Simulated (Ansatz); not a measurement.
Ansatz (a quantum-chemistry and plane-wave program) input (SVWN5/6-31G*):

Ansatz 0.2 input:
```yaml
crystal:
  periodic: [false, false, false]
  atoms:
    - {symbol: Si, position_ang: [-1.18640443, -0.20778271, 0.29922108]}
    - {symbol: P, position_ang: [1.10210299, 0.18323999, -0.27539270]}
    - {symbol: H, position_ang: [-1.66743176, 0.52361770, -0.97018141]}
    - {symbol: H, position_ang: [-1.23077553, 1.07940623, 1.14709630]}
    - {symbol: H, position_ang: [1.28795047, -0.97616809, -1.08835501]}
    - {symbol: H, position_ang: [1.68837388, -0.46649774, 0.85323543]}
basis:
  gaussian:
    orbitals: 6-31G*
hamiltonian:
  xc: {name: SVWN5}
total_charge: -1
output: {forces: true}
```

Problem. Predict the final energy.

Solution. -630.75034 Eh.
